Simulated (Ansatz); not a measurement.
Ansatz (a program for electronic structure) input (HF/3-21G): The .json file is the Basis Set Exchange's 3-21G.

Ansatz 0.2 input:
```yaml
crystal:
  periodic: [false, false, false]
  atoms:
    - {symbol: Ga, position_ang: [-0.00000000, -0.00000000, -0.37475328]}
    - {symbol: F, position_ang: [0.00000000, 0.00000000, 1.29081686]}
basis:
  gaussian:
    orbitals: 3-21G.json
hamiltonian:
  xc: {name: HF}
total_charge: 1
magnetization: {spin_polarized: true, initial_magnetization: 1}
phonons: {temperatures: {t_min: 298.15, t_max: 298.15, t_step: 100}}
```

Output:

```
WARN ansatz: RAYON_NUM_THREADS=1 ignored (pool sized by the plan → 1); use --threads N
Functional definition: HF
integrals: 0.00 GiB planned
308 factors; integrals over basis functions are off by at most 2.3e-4 eV
mean field: 0.07 GiB planned
mean field evaluation 1: about -54754.3461 eV, gradient 5.2e1 eV
mean field evaluation 2: about -54754.3555 eV, gradient 5.2e1 eV
mean field evaluation 4: about -54762.7367 eV, gradient 3.7e0 eV
mean field evaluation 8: about -54762.8823 eV, gradient 6.9e-3 eV
mean field evaluation 16: about -54757.0991 eV, gradient 5.3e0 eV
mean field -54762.88226589 eV, -2012.4988036566 hartree, gradient 1.2e-5 eV, S^2 0.756323; 0 other end points of the search recorded, 0 dependent functions left out
the calculation of the forces begins
reference -54762.88226589 eV, -2012.4988036566 hartree; 20, 19 occupied and 12, 13 virtual orbitals, 308 factors
these checks for a lower state are left out or cut short: stability, starts, cluster_reference, orbital_swaps, neighbouring_geometries, increment
integrals: 0.00 GiB planned
308 factors; integrals over basis functions are off by at most 2.3e-4 eV
mean field: 0.07 GiB planned
mean field evaluation 32: about -54762.8823 eV, gradient 2.4e-2 eV
mean field -54762.88226589 eV, -2012.4988036566 hartree, gradient 4.3e-6 eV, S^2 0.756323; 0 other end points of the search recorded, 0 dependent functions left out
the calculation of the forces begins
reference -54762.88226589 eV, -2012.4988036566 hartree; 20, 19 occupied and 12, 13 virtual orbitals, 308 factors
these checks for a lower state are left out or cut short: stability, starts, cluster_reference, orbital_swaps, neighbouring_geometries, increment
integrals: 0.00 GiB planned
308 factors; integrals over basis functions are off by at most 2.3e-4 eV
mean field: 0.07 GiB planned
mean field -54762.88226589 eV, -2012.4988036566 hartree, gradient 4.3e-6 eV, S^2 0.756323; 0 other end points of the search recorded, 0 dependent functions left out
the calculation of the forces begins
reference -54762.88226589 eV, -2012.4988036566 hartree; 20, 19 occupied and 12, 13 virtual orbitals, 308 factors
these checks for a lower state are left out or cut short: stability, starts, cluster_reference, orbital_swaps, neighbouring_geometries, increment
integrals: 0.00 GiB planned
308 factors; integrals over basis functions are off by at most 2.3e-4 eV
mean field: 0.07 GiB planned
mean field -54762.88226589 eV, -2012.4988036566 hartree, gradient 4.3e-6 eV, S^2 0.756323; 0 other end points of the search recorded, 0 dependent functions left out
the calculation of the forces begins
reference -54762.88226589 eV, -2012.4988036566 hartree; 20, 19 occupied and 12, 13 virtual orbitals, 308 factors
these checks for a lower state are left out or cut short: stability, starts, cluster_reference, orbital_swaps, neighbouring_geometries, increment
integrals: 0.00 GiB planned
308 factors; integrals over basis functions are off by at most 2.3e-4 eV
mean field: 0.07 GiB planned
mean field -54762.88226589 eV, -2012.4988036566 hartree, gradient 4.3e-6 eV, S^2 0.756323; 0 other end points of the search recorded, 0 dependent functions left out
the calculation of the forces begins
reference -54762.88226589 eV, -2012.4988036566 hartree; 20, 19 occupied and 12, 13 virtual orbitals, 308 factors
these checks for a lower state are left out or cut short: stability, starts, cluster_reference, orbital_swaps, neighbouring_geometries, increment
integrals: 0.00 GiB planned
308 factors; integrals over basis functions are off by at most 2.3e-4 eV
mean field: 0.07 GiB planned
mean field -54762.88213544 eV, -2012.4987988629 hartree, gradient 4.4e-6 eV, S^2 0.756220; 0 other end points of the search recorded, 0 dependent functions left out
the calculation of the forces begins
reference -54762.88213544 eV, -2012.4987988629 hartree; 20, 19 occupied and 12, 13 virtual orbitals, 308 factors
these checks for a lower state are left out or cut short: stability, starts, cluster_reference, orbital_swaps, neighbouring_geometries, increment
integrals: 0.00 GiB planned
308 factors; integrals over basis functions are off by at most 2.3e-4 eV
mean field: 0.07 GiB planned
mean field evaluation 64: about -54762.8821 eV, gradient 4.2e-6 eV
mean field -54762.88213782 eV, -2012.4987989502 hartree, gradient 4.2e-6 eV, S^2 0.756429; 0 other end points of the search recorded, 0 dependent functions left out
the calculation of the forces begins
reference -54762.88213782 eV, -2012.4987989502 hartree; 20, 19 occupied and 12, 13 virtual orbitals, 308 factors
these checks for a lower state are left out or cut short: stability, starts, cluster_reference, orbital_swaps, neighbouring_geometries, increment
integrals: 0.00 GiB planned
308 factors; integrals over basis functions are off by at most 2.3e-4 eV
mean field: 0.07 GiB planned
mean field -54762.88226589 eV, -2012.4988036566 hartree, gradient 4.3e-6 eV, S^2 0.756323; 0 other end points of the search recorded, 0 dependent functions left out
the calculation of the forces begins
reference -54762.88226589 eV, -2012.4988036566 hartree; 20, 19 occupied and 12, 13 virtual orbitals, 308 factors
these checks for a lower state are left out or cut short: stability, starts, cluster_reference, orbital_swaps, neighbouring_geometries, increment
integrals: 0.00 GiB planned
308 factors; integrals over basis functions are off by at most 2.3e-4 eV
mean field: 0.07 GiB planned
mean field -54762.88226589 eV, -2012.4988036566 hartree, gradient 4.3e-6 eV, S^2 0.756323; 0 other end points of the search recorded, 0 dependent functions left out
the calculation of the forces begins
reference -54762.88226589 eV, -2012.4988036566 hartree; 20, 19 occupied and 12, 13 virtual orbitals, 308 factors
these checks for a lower state are left out or cut short: stability, starts, cluster_reference, orbital_swaps, neighbouring_geometries, increment
integrals: 0.00 GiB planned
308 factors; integrals over basis functions are off by at most 2.3e-4 eV
mean field: 0.07 GiB planned
mean field -54762.88226589 eV, -2012.4988036566 hartree, gradient 4.3e-6 eV, S^2 0.756323; 0 other end points of the search recorded, 0 dependent functions left out
the calculation of the forces begins
reference -54762.88226589 eV, -2012.4988036566 hartree; 20, 19 occupied and 12, 13 virtual orbitals, 308 factors
these checks for a lower state are left out or cut short: stability, starts, cluster_reference, orbital_swaps, neighbouring_geometries, increment
integrals: 0.00 GiB planned
308 factors; integrals over basis functions are off by at most 2.3e-4 eV
mean field: 0.07 GiB planned
mean field -54762.88226589 eV, -2012.4988036566 hartree, gradient 4.3e-6 eV, S^2 0.756323; 0 other end points of the search recorded, 0 dependent functions left out
the calculation of the forces begins
reference -54762.88226589 eV, -2012.4988036566 hartree; 20, 19 occupied and 12, 13 virtual orbitals, 308 factors
these checks for a lower state are left out or cut short: stability, starts, cluster_reference, orbital_swaps, neighbouring_geometries, increment
integrals: 0.00 GiB planned
308 factors; integrals over basis functions are off by at most 2.3e-4 eV
mean field: 0.07 GiB planned
mean field -54762.88213782 eV, -2012.4987989502 hartree, gradient 4.2e-6 eV, S^2 0.756429; 0 other end points of the search recorded, 0 dependent functions left out
the calculation of the forces begins
reference -54762.88213782 eV, -2012.4987989502 hartree; 20, 19 occupied and 12, 13 virtual orbitals, 308 factors
these checks for a lower state are left out or cut short: stability, starts, cluster_reference, orbital_swaps, neighbouring_geometries, increment
integrals: 0.00 GiB planned
308 factors; integrals over basis functions are off by at most 2.3e-4 eV
mean field: 0.07 GiB planned
mean field evaluation 96: about -54762.8737 eV, gradient 1.1e-1 eV
mean field -54762.88213544 eV, -2012.4987988629 hartree, gradient 4.4e-6 eV, S^2 0.756220; 0 other end points of the search recorded, 0 dependent functions left out
the calculation of the forces begins
reference -54762.88213544 eV, -2012.4987988629 hartree; 20, 19 occupied and 12, 13 virtual orbitals, 308 factors
Total energy: -54762.88226589 eV, -2012.4988036566 hartree
Atom 0 at    -0.000000    -0.000000    -0.374753 Å, force     0.000000     0.000000    -0.000208 eV/Å
Atom 1 at     0.000000     0.000000     1.290817 Å, force    -0.000000    -0.000000     0.000208 eV/Å
Dipole moment:     0.000000    -0.000000    -0.919358 e Å
Vibrations: 867.96 cm⁻¹, zero-point energy 0.053807 eV
```

The blocks after the first are displaced geometries, from whose forces the wavenumbers follow.

The dipole moment of an ion depends on the origin.
